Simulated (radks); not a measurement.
Q: These are the eigenvalues of the occupied orbitals of an atom or ion with whole-number occupations (eV). All-electron calculation, scalar-relativistic Kohn-Sham, SCAN, spin-polarised, spherical densities, finite nucleus; meta-GGA in the generalised Kohn-Sham scheme; Fermi nuclear charge, rms radius of each element as measured or else 0.836 A^(1/3) + 0.57 fm. Program: a radial shooting solver on a logarithmic mesh with Libxc functionals.

orbital  eigenvalue
1s up     -6672.750
1s down   -6671.073
2s up     -970.0022
2s down   -969.1097
2p up     -854.5789
2p down   -852.8476
3s up     -276.2989
3s down   -269.7774
3p up     -241.4630
3p down   -235.0193

Which element is it, and in what charge state? The configuration may be excited. Open shells, if any, are filled with parallel spins first.

A: Z = 25, manganese, charge +9: Mn9+ in [Ne] 3s2 3p4. The list shows which subshells hold electrons but not how many an open one holds; the 1s level, -245.22 hartree, gives Z - s = 22.1 by -(Z - s)^2/2, which with screening and relativity narrows Z to a few neighbours, and the depths of the outer levels then fix element, charge and occupations together.
